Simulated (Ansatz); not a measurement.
`[F][Zr]([I])([I])[I]`. Total charge 0; spin multiplicity 1. Zr, I takes the def2 core potential. The geometry is a stationary point of PBE0-D4/def2-TZVP.

```xyz
5

F     1.130    1.668   -0.248
Zr    0.088    0.129   -0.019
I     1.633   -2.044   -0.336
I    -0.970    0.135    2.449
I    -1.881    0.112   -1.846
```

(1) What is the dipole moment at r2SCAN/def2-TZVPP? (Estimate.)

(2) And with PBE, B3LYP, ωB97M-V? (Best estimate.)

(3) Give the Mulliken charges with r2SCAN, ωB97M-V, B3LYP in def2-TZVPP. (An estimate is asked.)

Answers

(1) Computed: 0.36 D, with components (-0.20, -0.30, 0.04) D in this frame, pointing from negative to positive charge.

(2) Computed: PBE 0.40 D, B3LYP 0.45 D, ωB97M-V 0.27 D.

(3) Computed: 
```csv
atom,r2SCAN,ωB97M-V,B3LYP
F1,-0.33,-0.32,-0.34
Zr2,0.71,0.55,0.71
I3,-0.13,-0.08,-0.12
I4,-0.13,-0.08,-0.12
I5,-0.13,-0.08,-0.12
```

B3LYP here is the variant with VWN-RPA as its local correlation; programs differ in this.
